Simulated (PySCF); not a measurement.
FGeH₃Zn, SMILES [F][Zn][GeH3]. Atoms are numbered in the order given.

```xyz
6

Zn     0.0000     0.0000    -0.9275
F      0.0000     0.0000    -2.6792
Ge     0.0000     0.0000     1.4362
H      1.2443     0.7184     1.9929
H     -1.2443     0.7184     1.9929
H      0.0000    -1.4368     1.9929
```

Geometry optimised at PBE0-D3(BJ)/def2-SVP. The structure was generated by enumeration; whether it is a known compound was not checked.

The numbers are results of PySCF with PBE/pcSseg-1, not measurements.

GIAO shieldings, no solvent; atoms alike by connectivity are averaged. δ = σ(ref) − σ: ¹⁹F against CFCl3 (σ = 133.6 ppm); ⁷³Ge against GeH4 (σ = 1614.4 ppm); ¹H against TMS (σ = 31.49 ppm), references at their B3LYP-D3(BJ)/def2-TZVP geometries, non-relativistic.

| atoms | nucleus | count | δ (ppm) |
|---|---|---|---|
| F2 | ¹⁹F | 1 | -162.4 |
| Ge3 | ⁷³Ge | 1 | -78.4 |
| H4, H5, H6 | ¹H | 3 | ? |

Q: Some entries are withheld; supply them. (An estimate is asked for; the answer gives what the named calculation found.)

A: 
- H4, H5, H6, δ (ppm): 3.72
